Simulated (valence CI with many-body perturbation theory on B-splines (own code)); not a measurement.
Results of a calculation; reference values are marked as such.
**Ca VI: magnetic and hyperfine properties of the levels**

Method: configuration interaction combined with many-body perturbation theory (CI+MBPT): five valence electrons over a frozen Dirac-Fock core [Ne], radial functions for each j: 9 s, 9 p, 8 d, 6 f, 3 g, 1 h, with the one-electron correlation potential Σ1, the two-electron term Σ2, the three-electron term Σ3, Breit, model QED; selected CI, second order for the rest, scaled by the run's own slope (own B-spline code, finite nucleus).

No measured levels were compared; by estimate levels hold to about 100 cm⁻¹ or 0.05 % of their energy and the worst to 300 or 400 cm⁻¹, as in measured light ions of charge 2 to 7. Among the levels kept, up to 910 cm⁻¹ of a level comes from second order outside the variational space, and about a tenth of that is noise between levels of different J, which matters for small intervals.

A/g_I is the dipole constant over the nuclear g factor μ/I (μ in nuclear magnetons, uniformly magnetised nucleus), B/Q the quadrupole constant per barn. Both hold the static response of the core; the bare values leave it out. Large factors of s and p1/2 electrons are usually good to 5 to 10 %; those of open d and f shells near neutrality can be off by tens of per cent, and small factors of p3/2, d and f electrons come from cancelling terms and can be off by a factor of two or in sign, in half-filled shells by more. B is blank for J = 1/2, where it vanishes, and for nearly pure S terms. Energies count from the lowest level.

Names give the largest LS component (configuration and term), which can be under half, so a name can repeat, a term be missing and a line seem to break the LS rules; names also repeat where a configuration has a term twice. Letters in brackets count levels of one name in rising energy.

```tsv
Level	E (cm⁻¹)	g	A/g_I (MHz)	A/g_I bare	B/Q (MHz/b)	B/Q bare
3s2 3p3 4S°_3/2	0	2.000	243	304		
3s2 3p3 2D°_3/2	27047	0.812	1290	1200	850	787
3s2 3p3 2D°_5/2	27456	1.200	2220	2080	-31.5	-28.4
3s2 3p3 2P°_1/2	44882	0.665	6060	5590		
3s2 3p3 2P°_3/2	45438	1.323	1270	1210	-872	-808
3s 3p4 4P_5/2	155720	1.600	5240	4910	1940	1800
3s 3p4 4P_3/2	157700	1.734	5070	4760	-1540	-1430
3s 3p4 4P_1/2	158760	2.669	11100	10400		
3s 3p4 2D_3/2	193330	0.801	-1430	-1280	-2870	-2650
3s 3p4 2D_5/2	193530	1.201	5380	4980	-4100	-3790
3s2 3p2 3d 2P_3/2 [a]	222790	1.332	-474	-356	812	756
3s2 3p2 3d 2P_1/2 [a]	224830	0.704	1910	1760		
3s 3p4 2S_1/2	234080	1.963	19200	17700		
3s2 3p2 3d 4F_3/2	245440	0.404	852	816	-678	-611
3s2 3p2 3d 4F_5/2	246180	1.032	580	594	-482	-429
3s2 3p2 3d 4F_7/2	247240	1.240	585	603	-843	-758
3s2 3p2 3d 4F_9/2	248640	1.333	750	753	-1930	-1750
3s2 3p2 3d 2F_5/2 [a]	253810	0.963	1370	1300	-5.47	7.32
3s2 3p2 3d 4D_7/2	254550	1.293	533	559	1070	1000
3s2 3p2 3d 4D_1/2	254650	-0.001	2070	1920		
3s2 3p2 3d 4D_3/2	254880	1.196	977	973	-261	-243
3s2 3p2 3d 4D_5/2	255710	1.262	830	832	261	247
3s2 3p2 3d 2F_7/2 [a]	257650	1.277	605	618	863	812
3s2 3p2 3d 2G_7/2	282110	0.889	1380	1300	4210	3920
3s2 3p2 3d 2G_9/2	282460	1.112	1040	1010	4680	4360
3s2 3p2 3d 2P_3/2 [b]	295080	1.332	-299	-187	525	484
3s2 3p2 3d 2P_1/2 [b]	297540	0.694	3470	3160		
3s2 3p2 3d 4P_5/2	298370	1.597	411	469	164	163
3s2 3p2 3d 4P_3/2	299470	1.725	345	434	-60.6	-66.4
3s2 3p2 3d 4P_1/2	300090	2.640	1330	1360		
3s2 3p2 3d 2D_3/2 [a]	304190	0.810	590	597	609	579
3s2 3p2 3d 2D_5/2 [a]	306890	1.204	529	548	881	837
3s2 3p2 3d 2D_5/2 [b]	321370	1.200	1790	1710	202	182
3s2 3p2 3d 2D_3/2 [b]	321880	0.802	689	645	-89.2	-87.1
3s2 3p2 3d 2P_1/2 [c]	332500	0.746	-789	-729		
3s2 3p2 3d 2P_3/2 [c]	333840	1.331	312	368	-811	-753
3s2 3p2 3d 2S_1/2	335730	1.924	5570	5250		
3s2 3p2 3d 2F_5/2 [b]	336750	0.866	548	538	-86.8	-58.8
3s2 3p2 3d 2F_7/2 [b]	337160	1.143	1090	1050	-704	-627
3s2 3p2 3d 2D_5/2 [c]	349410	1.191	528	540	-202	-167
```

Take the isotope of mass number 41, with I = 7/2, μ = -1.59443 μN and Q = -0.0665 b. What is the hyperfine structure of 3s 3p4 4P_1/2?

From the table A = -5050 MHz. Shifts from the centre of gravity in MHz: F = 3: 11400, F = 4: -8840.
